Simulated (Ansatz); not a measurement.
One change: `C[SiH](N)[SiH2]N` becomes `C[SiH](N)S`.

Ansatz, PBE0-D4/def2-TZVP geometries, multiplicity 1. Each molecule was computed in one conformer, which needn't be the lowest.

```csv
property,`C[SiH](N)[SiH2]N`
HOMO energy (ωB97M-V/def2-TZVPP) / eV,-9.25
LUMO energy (PBE0/def2-TZVPP) / eV,-0.07
size of the dipole moment (B3LYP/def2-TZVPP) / D,1.47
HOMO–LUMO gap (PBE/def2-TZVPP) / eV,4.83
HOMO–LUMO gap (ωB97M-V/def2-TZVPP) / eV,10.76
HOMO energy (B3LYP/def2-TZVPP) / eV,-6.85
```

(1) Give the same properties after the change, and the shifts. (An estimate is asked.)

Answers

(1) The calculation gave: 
```json
{"property": "HOMO energy (ωB97M-V/def2-TZVPP) / eV", "`C[SiH](N)S`": "-9.33", "shift": "-0.08"}
{"property": "LUMO energy (PBE0/def2-TZVPP) / eV", "`C[SiH](N)S`": "0.57", "shift": "0.64"}
{"property": "size of the dipole moment (B3LYP/def2-TZVPP) / D", "`C[SiH](N)S`": "1.85", "shift": "0.38"}
{"property": "HOMO–LUMO gap (PBE/def2-TZVPP) / eV", "`C[SiH](N)S`": "5.53", "shift": "0.70"}
{"property": "HOMO–LUMO gap (ωB97M-V/def2-TZVPP) / eV", "`C[SiH](N)S`": "11.50", "shift": "0.74"}
{"property": "HOMO energy (B3LYP/def2-TZVPP) / eV", "`C[SiH](N)S`": "-6.88", "shift": "-0.03"}
```

With PBE0 the HOMO falls by 0.07 eV and the LUMO rises by 0.64 eV, so the gap widens by about 0.71 eV. PBE moves the HOMO by -0.13 eV and ωB97M-V by -0.08 eV. Dipoles are sizes alone; their direction can turn.

B3LYP here is the variant with VWN-RPA as its local correlation; programs differ in this.
